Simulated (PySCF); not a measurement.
**Spinor energies of Ga⁴⁺ (gallium, charge +4)**

Start: [Ar] 3d9; 3d3/2 filled at m_j = -3/2, -1/2, +1/2, +3/2; 3d5/2 filled at m_j = -3/2, -1/2, +1/2, +3/2, +5/2. Calculated with PySCF 2.14 in x2c-SVPall-2c: generalised Hartree-Fock with the X2C-1e Hamiltonian and a Gaussian nucleus; one run each with spin-orbit coupling (SO) switched off, then screened by Boettger's factors.

```json
{"spinor shell": "1s1/2", "electrons": "2", "ε, spin-free (eV)": "-10498.1", "ε, screened SO (eV)": "-10498.0", "weight of nominal j (screened SO)": "1.000", "rms radius, screened SO (bohr)": "0.0561"}
{"spinor shell": "2s1/2", "electrons": "2", "ε, spin-free (eV)": "-1400.9", "ε, screened SO (eV)": "-1400.9", "weight of nominal j (screened SO)": "1.000", "rms radius, screened SO (bohr)": "0.236"}
{"spinor shell": "2p1/2", "electrons": "2", "ε, spin-free (eV)": "-1223.4", "ε, screened SO (eV)": "-1242.7", "weight of nominal j (screened SO)": "0.999", "rms radius, screened SO (bohr)": "0.209"}
{"spinor shell": "2p3/2", "electrons": "4", "ε, spin-free (eV)": "-1223.4", "ε, screened SO (eV)": "-1213.9", "weight of nominal j (screened SO)": "1.000", "rms radius, screened SO (bohr)": "0.212"}
{"spinor shell": "3s1/2", "electrons": "2", "ε, spin-free (eV)": "-236.80", "ε, screened SO (eV)": "-236.78", "weight of nominal j (screened SO)": "1.000", "rms radius, screened SO (bohr)": "0.696"}
{"spinor shell": "3p1/2", "electrons": "2", "ε, spin-free (eV)": "-180.67", "ε, screened SO (eV)": "-184.67", "weight of nominal j (screened SO)": "0.956", "rms radius, screened SO (bohr)": "0.721"}
{"spinor shell": "3d3/2", "electrons": "4", "ε, spin-free (eV)": "-89.817", "ε, screened SO (eV)": "-90.647", "weight of nominal j (screened SO)": "0.841", "rms radius, screened SO (bohr)": "0.821"}
{"spinor shell": "3d5/2", "electrons": "5", "ε, spin-free (eV)": "-89.817", "ε, screened SO (eV)": "-89.171", "weight of nominal j (screened SO)": "0.872", "rms radius, screened SO (bohr)": "0.828"}
```

Where does 3p3/2 lie, and what is the 3p spin-orbit splitting (screened SO)?

At -178.69 eV, 5.988 eV above 3p1/2.

```json
{"quantity": "E (hartree)", "spin-free": "-1937.61374", "screened SO": "-1937.67068"}
{"quantity": "M_J", "spin-free": "5/2", "screened SO": "5/2"}
{"quantity": "⟨J²⟩", "spin-free": "8.751", "screened SO": "8.751"}
{"quantity": "⟨L²⟩", "spin-free": "6.001", "screened SO": "6.003"}
{"quantity": "⟨S²⟩", "spin-free": "0.750", "screened SO": "0.752"}
```

Each row is a mean over spinors that exchange with the open shell spreads, by up to 8.557 eV (3p3/2).

Rows whose weight is well below 1 are mixtures of j = l ± 1/2: exchange outweighs spin-orbit coupling there, and the label is only the starting occupation.

Without spin-orbit coupling the j labels of p, d and f shells carry no meaning; the spin-free column gives the mean over the occupied spinors of each nl shell.
